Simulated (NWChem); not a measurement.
Species: H$_{2}$SeS; SMILES S[SeH]

Program: NWChem. This build's default masses of Se (78.918 u) and Br (79.917 u) are each other's, which moves their modes by up to 0.6 %. Each level has its own optimisation; frequencies are unscaled.

For level BLYP/def2-SVP:

```yaml
r S–Se (Å): 2.264
lowest (cm⁻¹): 358
dipole (D): 1.09
```

### Question
What are these values for level LDA (Slater exchange, VWN5)/def2-SVP?

### Answer
| Item | Value |
|---|---|
| r S–Se (Å) | 2.198 |
| lowest (cm⁻¹) | 400 |
| dipole (D) | 1.28 |
